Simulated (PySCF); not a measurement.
Geometry (Å), atoms numbered from 1 in this order:
```xyz
11

Si   -0.5811    0.0786   -0.4747
C    -0.7111   -0.1567    1.4352
F    -1.9786   -0.1362    1.8487
F    -0.0532    0.8187    2.0695
F    -0.1752   -1.3230    1.8048
C     1.2807    0.0653   -0.9808
F     1.8865   -1.0205   -0.4903
F     1.9150    1.1384   -0.5018
F     1.4251    0.0564   -2.3068
Cl   -1.3957    1.8713   -0.9842
Cl   -1.5144   -1.4778   -1.3887
```

In vacuum, fast rotation and ring inversion assumed for equivalent nuclei, no relativistic terms, one computed conformer. σ from GIAO-B3LYP/pcSseg-1; geometry: PBE0-D3(BJ)/def2-SVP; PySCF.

Chemical shifts δ = σref − σ; ¹³C (σref 179.24), ²⁹Si (σref 337.86) vs TMS; ¹⁹F (σref 171.94) against CFCl3; HCl for ³⁵Cl (σref 930.46), all at this level.

```tsv
atoms	nucleus	count	δ (ppm)
C2/C6	¹³C	2	131.3
F3/F4/F5/F7/F8/F9	¹⁹F	6	?
Cl10/Cl11	³⁵Cl	2	?
Si1	²⁹Si	1	-7.8
```

Complete the table.

## Answers


- F3/F4/F5/F7/F8/F9: -76.5 ppm, fluorine bonded to C
- Cl10/Cl11: 39 ppm, chlorine bonded to Si

Shifts are as computed. Against solution values, carbons near 30 ppm lie about +2 ppm off and those near 130 ppm about +6 ppm. Of 1309 compounds with measured shifts, 239 miss one by over three times the rms of a fit or turn the order of signals round; such compounds aren't used in these exercises. Unscaled 19F shifts against computed CFCl3 carry errors that often reach 10 to 50 ppm.
